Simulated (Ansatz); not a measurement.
Reactions of `[BH2][Al]1[SiH2][S]1`.

Isolated molecules relaxed with PBE0-D4/def2-TZVP in Ansatz; ΔE leaves out vibrations. CCSD(T)/CBS adds triple-zeta CCSD(T) − MP2 to the extrapolated MP2 energy (def2 sets, frozen cores). This one scheme is used for every species. Functionals use def2-TZVPP. For Ge outer-core shells are correlated without core-valence functions, which leaves a few kJ/mol of doubt a bond. Scalar relativity is left out up to krypton. One conformer a species, not always the lowest.

| reaction | CCSD(T)/CBS(def2) (kJ/mol) |
| --- | --- |
| `[BH2][Al]1[SiH2][S]1` + `NCS` → `BSCN` + `[AlH]1[SiH2][S]1` | -122 |
| `[BH2][Al]1[SiH2][S]1` + `OC[SiH2]Cl` → `BOC[SiH2]Cl` + `[AlH]1[SiH2][S]1` | ? |
| `[BH2][Al]1[SiH2][S]1` + `BNCC` → `BN(B)CC` + `[AlH]1[SiH2][S]1` | -116 |
| `[BH2][Al]1[SiH2][S]1` + `F[CH2][GeH3]` → `B[CH](F)[GeH3]` + `[AlH]1[SiH2][S]1` | -38 |
| `[BH2][Al]1[SiH2][S]1` + H₂S → `BS` + `[AlH]1[SiH2][S]1` | -114 |
| `[BH2][Al]1[SiH2][S]1` + `N[SiH2]F` → `BN[SiH2]F` + `[AlH]1[SiH2][S]1` | ? |

(1) Fill in the missing values. (Best estimate.)

Largest T1 diagnostic: 0.016, for `[BH2][Al]1[SiH2][S]1`.

Answers

(1) The calculation gave: `[BH2][Al]1[SiH2][S]1` + `OC[SiH2]Cl` → `BOC[SiH2]Cl` + `[AlH]1[SiH2][S]1`: -163.0 kJ/mol; `[BH2][Al]1[SiH2][S]1` + `N[SiH2]F` → `BN[SiH2]F` + `[AlH]1[SiH2][S]1`: -146.7 kJ/mol.
